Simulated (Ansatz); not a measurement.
Consider the redistribution: `O[Si@@H](F)N[Si@@H](O)F` + `O[SiH2]S[SiH](O)O` → `O[SiH](O)S[SiH](O)F` + `O[SiH2]N[SiH](O)F`.

Computed with Ansatz on PBE0-D4/def2-TZVP structures; ΔE is electronic, products minus reactants. CCSD(T)/CBS is the MP2 limit (def2-TZVPP, def2-QZVPP) plus CCSD(T) − MP2 in def2-TZVPP, frozen cores. DFT in def2-TZVPP. One conformer a species, not always the lowest.

(1) Is it downhill or uphill in electronic energy at CCSD(T)/CBS, and by how much? (Best estimate.)

(2) What do these levels give: PBE-D4, ωB97M-V, B2PLYP, CCSD(T)/def2-TZVPP, MP2/CBS(def2), CCSD/CBS(def2)? (Estimate.)

Largest T1 diagnostic among the species: 0.012.

## Answers

(1) Computed: Uphill: ΔE = +2.8 kcal/mol.

(2) Ansatz gave: PBE-D4 2.5, ωB97M-V 2.9, B2PLYP 2.5, CCSD(T)/def2-TZVPP 2.9, MP2/CBS(def2) 2.7, CCSD/CBS(def2) 2.9 kcal/mol.
